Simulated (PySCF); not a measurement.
Species: C₃H₈O₄SSi.
Structure used (PBE0-D3(BJ)/def2-SVP), in Å, numbered top down from 1:
```
atom  x, y, z in Å
C1    -2.4181   -0.6688    0.6753
S2    -1.6502    0.3476   -0.5673
O3    -2.6266    1.3190   -1.0421
O4    -0.9367   -0.5230   -1.4969
C5    -0.3850    1.2775    0.3435
C6     0.7512    0.3571    0.6904
O7     0.6773   -0.4972    1.5415
O8     1.8225    0.5375   -0.0640
Si9    3.0948   -0.6235    0.0574
H10   -1.6404   -1.2419    1.1955
H11   -2.9805   -0.0237    1.3617
H12   -3.0987   -1.3281    0.1199
H13   -0.8519    1.7084    1.2390
H14   -0.0890    2.0661   -0.3600
H15    2.5581   -1.9695   -0.2646
H16    3.6967   -0.5690    1.4149
H17    4.0600   -0.1572   -0.9690
```

The closed-shell ground state was solved at several levels (PySCF, density fitting, gas phase, non-relativistic).

```
              level  basis functions  total energy (Eh)  HOMO (eV)  LUMO (eV)  gap (eV)  dipole (D)
 CAM-B3LYP/pcSseg-1              207         -1107.4870      -9.93       0.18     10.11        3.27
CAM-B3LYP/def2-SVPD              267         -1107.0535     -10.08       0.00     10.08        3.39
```

What might PBE0/pcSseg-1 (207 basis functions) give for the same quantities?

Total energy -1106.9094 Eh, HOMO -8.56 eV, LUMO -1.00 eV, gap 7.56 eV, dipole 3.16 D.

Over all these levels, which gives the widest orbital gap and which the narrowest?

CAM-B3LYP/pcSseg-1 (range-separated hybrid) has the widest, 10.11 eV, and PBE0/pcSseg-1 (global hybrid, 25 % exact exchange) the narrowest, 7.56 eV. The two share the basis. From the narrowest to the widest the HOMO moves by -1.37 eV and the LUMO by +1.18 eV.

How far do the dipole and the HOMO energy spread over the levels?

The dipole runs from 3.16 to 3.39 D (mean 3.27 D) and the HOMO from -10.08 to -8.56 eV.

One conformer stands for the species.
